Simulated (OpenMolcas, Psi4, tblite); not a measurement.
## SnO (tin(ii) oxide): methods side by side

The species is SnO (2 atoms), meant as a singlet with charge 0. SMILES: `[O]=[Sn]`. The shape is that of a PBE0-D4/def2-TZVP optimisation.

```xyz
2

O     0.0000    0.0000   -0.0071
Sn    0.0000    0.0000    1.8107
```

Each level gives the HOMO–LUMO gap (eV). The values are calculated.

```tsv
level	kind	program	value (eV)	CPU time
IPEA1-xTB	semi-empirical	tblite	4.22	under 2 s
HF/def2-TZVPPD (core potential)	Hartree–Fock	OpenMolcas	10.59	7.5 s
SVWN5/def2-TZVPPD (core potential)	LDA	OpenMolcas	3.48	15 s
revPBE/def2-TZVPPD (core potential)	GGA	OpenMolcas	3.48	21 s
r2SCAN/def2-TZVPPD (core potential)	meta-GGA	OpenMolcas	3.86	28 s
M06-2X/def2-TZVPPD (core potential)	hybrid meta-GGA	OpenMolcas	7.36	23 s
wB97X-V/def2-TZVPPD (core potential)	range-separated hybrid	Psi4	9.50	22 s
B2PLYP/def2-TZVPPD (core potential)	double hybrid	OpenMolcas	7.36	14 s
DSD-PBEP86/def2-TZVPPD (core potential, density fitting for correlation)	double hybrid	Psi4	8.72	8.5 s
```

The values span 3.48 to 10.59 eV. Orbital gaps aren't excitation energies, and those of double hybrids come from the SCF part alone; they tend to grow with the share of exact exchange. CPU times are rough (shared hosts, several kinds of processor): they show what a rung costs within a factor of a few.
